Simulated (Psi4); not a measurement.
C2H6Si, charge -1, doublet, geometry from GFN2-xTB (a state made from the parent by changing its charge; the spin is typed, not shown lowest) (a gas-phase anion, which may not be bound at this level); Psi4 with CCSD(T)/def2-SV(P).

Psi4 was given this input:
```
memory 2 GB

molecule mol {
-1 2
  Si   -0.252154    0.114819    0.678177
  C     0.749586    1.260042   -0.459012
  H     0.937025    2.212597    0.046029
  H     0.231315    1.495635   -1.399976
  H     1.731315    0.846503   -0.732357
  C    -0.415417   -1.412207   -0.439747
  H     0.554275   -1.853356   -0.712893
  H    -0.945725   -1.204224   -1.380512
  H    -0.983059   -2.191635    0.077780
}

set basis def2-sv(p)
set reference uhf
set cc_type df
set mp2_type df
set scf_type df

energy('ccsd(t)')
print_variables()
```

It wrote (shortened):

```
Traceback (most recent call last):
  File "psi4", line 375, in <module>
  File "<string>", line 33, in <module>
  File "site-packages/psi4/driver/driver.py", line 461, in energy
  File "site-packages/psi4/driver/task_planner.py", line 255, in task_planner
  File "site-packages/psi4/driver/driver_util.py", line 222, in negotiate_derivative_type
  File "site-packages/psi4/driver/driver_util.py", line 344, in highest_analytic_derivative_available

psi4.driver.p4util.exceptions.MissingMethodError: Method=ccsd(t) is not available for any derivative level under conditions CC_TYPE=DF, REFERENCE=UHF, FREEZE_CORE=FALSE, QC_MODULE=(auto). See https://psicode.org/psi4manual/master/introduction.html#ss-ccsd-prt-pr. Or did you mean? ccsd(at) a-ccsd(t) ccsd(t)_l bccd(t) qcisd(t)

Printing out the relevant lines from the Psithon --> Python processed input file:
    core.set_global_option("BASIS", "def2-sv(p)")
    core.set_global_option("REFERENCE", "uhf")
    core.set_global_option("CC_TYPE", "df")
    core.set_global_option("MP2_TYPE", "df")
    core.set_global_option("SCF_TYPE", "df")
--> energy('ccsd(t)')
    print_variables()

!----------------------------------------------------------------------------------!
!                                                                                  !
!  Method=ccsd(t) is not available for any derivative level under conditions       !
!     CC_TYPE=DF, REFERENCE=UHF, FREEZE_CORE=FALSE, QC_MODULE=(auto). See          !
!     https://psicode.org/psi4manual/master/introduction.html#ss-ccsd-prt-pr. Or   !
!     did you mean? ccsd(at) a-ccsd(t) ccsd(t)_l bccd(t) qcisd(t)                  !
!                                                                                  !
!----------------------------------------------------------------------------------!
```

The input was rejected before any calculation.
